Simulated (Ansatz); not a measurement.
`CO[Si](Cl)(Cl)Cl` + NH₃ → `N[Si](Cl)(Cl)Cl` + CH₃OH at 600 K and 1 bar (ligand exchange at the Si–O bond).

Computed with Ansatz on PBE0-D4/def2-TZVP structures; ΔE is electronic, products minus reactants. CCSD(T)/CBS is the MP2 limit (def2-TZVPP, def2-QZVPP) plus CCSD(T) − MP2 in def2-TZVPP, frozen cores. This one scheme is used for every species. One conformer a species, not always the lowest.

```tsv
species	CCSD(T)/CBS energy (Eh)	H − E (kJ/mol)	S (J/(mol·K))
`CO[Si](Cl)(Cl)Cl`	-1783.64494	192.3	482.1
NH₃	-56.50880	112.4	219.5
`N[Si](Cl)(Cl)Cl`	-1724.51858	140.0	440.9
CH₃OH	-115.61712	163.6	277.3
```

H − E and S are ideal-gas, rigid-rotor, harmonic terms from PBE0-D4/def2-TZVP, for one conformer and one mirror image of each species. 1 Eh = 2625.50 kJ/mol, R = 8.31446 J/(mol·K).

Q: By hand: ΔE, ΔH, ΔS and ΔG.

A: ΔE = (-1724.51858) + (-115.61712) − (-1783.64494) − (-56.50880) = 0.01804 Eh = 47.4 kJ/mol. Δ(H − E) = 140.0 + 163.6 − 192.3 − 112.4 = -1.1, so ΔH = 46.3 kJ/mol. ΔS = 440.9 + 277.3 − 482.1 − 219.5 = 16.6 J/(mol·K). ΔG = 46.3 − 600 × (16.6)/1000 = 36.3 kJ/mol.

Q: By hand: the equilibrium constant, and the temperature at which ΔG would vanish if ΔH and ΔS stayed fixed.

A: log₁₀ K = −ΔG/(RT ln 10) = -3.2. ΔG = 0 at ΔH/ΔS = 2789 K, far beyond where these terms or the molecules hold.

ΔH outweighs TΔS. A doubt of 5 kJ/mol in ΔE shifts log₁₀ K by 0.4 here. Other conformers and mirror images would add mixing entropy, several J/(mol·K) or more a flexible species. These are equilibria of isolated gas molecules and say nothing of rates. Largest T1 diagnostic: 0.010 (customary marks: 0.02 for closed shells, 0.045 for open ones).
